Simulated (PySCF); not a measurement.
## Bond energies at PBE0/def2-TZVPP beside a composite method

PySCF, lowest determinants of a PBE0 search. The composite is CCSD(T) extrapolated to the basis-set limit from two correlation-consistent sets, with core-valence (CV) and scalar-relativistic (SR) terms as its label shows; it has no spin–orbit coupling and nothing beyond (T).

```tsv
species	state (unpaired electrons)	De PBE0 (eV)	De composite (eV)	composite	dissociates to
K2	singlet (closed shell)	0.50	0.55	CCSD(T)/CBS(DT)	K + K
P2	singlet (closed shell)	4.83	5.05	CCSD(T)/CBS(TQ)+CV+SR	P + P
SbO	doublet (π ↑)	3.90	4.16	CCSD(T)/CBS(DT)	Sb + O
PI	triplet (π ↑↑)	2.59	2.40	CCSD(T)/CBS(TQ)	P + I
HBr	singlet (closed shell)	3.97	4.06	CCSD(T)/CBS(TQ)+CV	H + Br
MnH	septet (σ ↑↑, π ↑↑, δ ↑↑)	1.86	1.66	CCSD(T)/CBS(TQ)+CV+SR	Mn (3d5 4s2) + H
O2	triplet (π ↑↑)	5.40	5.19	CCSD(T)/CBS(TQ)+CV+SR	O + O
CBr	doublet (π ↑)	3.73	3.56	CCSD(T)/CBS(TQ)+CV	C + Br
```

Question: Does PBE0 bind more or less than the composite, by how much on average, and where is the difference largest?

Answer: PBE0/def2-TZVPP binds about as much on average, method and basis taken together: the mean signed difference is +0.02 eV and the mean absolute one 0.17 eV; it is largest for SbO (-0.26 eV).

The molecules are drawn from runs that passed checks on state, spin purity and fit, so the hardest cases are missing and the errors look smaller than over all diatomics.

Correlated steps freeze the inner cores (2 to 14 orbitals); shallow outer-core shells are correlated. Closed-shell solutions of metal pairs were not tested for spin polarisation, which can lower them a little. The metal atom is held in its measured ground configuration; semilocal functionals can put another filling of s and d lower by some tenths of an eV, and De to that atom would be smaller. These are scalar-relativistic numbers at best; spin–orbit coupling would shift them, the dissociation energy most. Where the molecule has an RHF reference, its open-shell atoms are computed with UHF. States were picked by a PBE0 search and need not be the measured ground states.
